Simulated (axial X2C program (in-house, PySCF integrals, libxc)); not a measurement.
**KZr at several levels of theory**

Computed with an axial X2C code built on PySCF integrals. Spin-free means the one-electron spin-free X2C Hamiltonian; two-component (2c) means X2C with spin–orbit coupling and atomic mean-field two-electron Coulomb and Gaunt terms, so the difference of the two also holds small scalar two-electron terms. Basis: Zr dyall-cv3z [11s12p9d6f3g], K dyall-cv3z [11s12p6d3f] (cores contracted in-house); Gaussian nuclei, density fitting, unrestricted open shells. Masses: Zr 89.905 u, K 38.964 u.

State, spin-free: M_S = 3/2, Λ = 2 (beyond evenly filled blocks: π+α, π-α, δ+α); electrons by block: σα: 14, σβ: 14, π+α: 7, π+β: 6, π-α: 7, π-β: 6, δ+α: 2, δ+β: 1, δ-α: 1, δ-β: 1. Fragments: Zr + K.

State, 2c: Ω = 1/2 (⟨Sz⟩ = -1.50, ⟨Lz⟩ = 2.00 at PBE0); electrons by block: 1/2: 21, -1/2: 20, 3/2: 8, -3/2: 8, 5/2: 1, -5/2: 1. Fragments: Zr + K.

```
Hamiltonian    level  Re (Å)  ωe (cm⁻¹)  Be (cm⁻¹)  αe (cm⁻¹)  De (eV)  k (mdyn/Å)  μ (D)
  spin-free     PBE0   3.455      101.1    0.05197        n/a    0.677       0.164   4.95
  spin-free     CCSD   3.400      106.2    0.05363   0.000281    0.033        0.18    n/a
  spin-free  CCSD(T)   3.339      113.8    0.05564        n/a    0.039       0.207    n/a
  spin-free     PW91   3.406      107.8    0.05345        n/a    0.827       0.186   5.05
         2c     PBE0   3.455      101.0    0.05196        n/a      n/a       0.164   4.94
         2c     CCSD   3.401      106.1     0.0536        n/a      n/a        0.18    n/a
         2c  CCSD(T)   3.340      113.5     0.0556        n/a      n/a       0.206    n/a
         2c     PW91   3.406      107.8    0.05345        n/a      n/a       0.186   5.04
```

Correlated methods: 13 electrons correlated (number of frozen shells: Zr 4 s, 3 p, 1 d; K 2 s, 1 p), 349 virtual spin orbitals or spinors in MP2, 90 natural virtuals in coupled cluster.

Dipoles are positive if K is the positive end.

The state is one determinant whose occupation by symmetry is held fixed; it was picked as the lowest of a PBE0 search that is not exhaustive. De is counted from the lowest determinant-based energies of the atoms at the same level, without counterpoise correction. De is not given where an atomic determinant may have missed its ground term or J level, or where the truncated virtual space spoils (T). Density functionals use the spin component along the axis (collinear). CCSD and (T) use frozen natural virtuals with an MP2 correction for the truncation; (T) itself is uncorrected, so its De runs slightly low. PBE0 can misorder states that lie within some tenths of an eV, so this need not be the ground state of the molecule. The nearest other spin-free determinant of the search, M_S = 3/2, Λ = 3, lies 0.09 eV up at the distance of the search. The functionals have no current-density term, which raises determinants with orbital currents, atoms included. The atomic limit has a lower orbital projection than the molecule and lies lower at mean-field level, so De may be about a tenth of an eV too small. With several unpaired electrons one determinant need not be a pure state. The outer-core s and p shells of the metal are frozen in the correlated rows, which leaves out core–valence correlation; for alkali and alkaline-earth bonds that tends to lengthen them. At some level and bond length an empty orbital lies below a filled one. The determinant is spin-polarised beyond a pure state at some levels (its spin-free form has ⟨S²⟩ too high), which makes Re and μ there less reliable. The T1 diagnostic is large, a sign of multireference character. With the outer-core shells frozen, correlated bond lengths of heavy atoms tend to come out a few hundredths of an ångström too long.

No reliable constants came from HF (2c), HF (spin-free), MP2 (2c), MP2 (spin-free): no minimum in range, unconverged points, a curve that is not smooth, a change of character along it, or the two Hamiltonians disagreeing along it.

Rough cost a point (2c) on 1 thread(s) of a shared host, integrals apart: PBE0 1.6 s, CCSD(T) 8 s, PW91 0.8 s.

The whole task took 3.5 min on 1 thread of AMD EPYC 7B13 (Zen 3), with other jobs on the host.
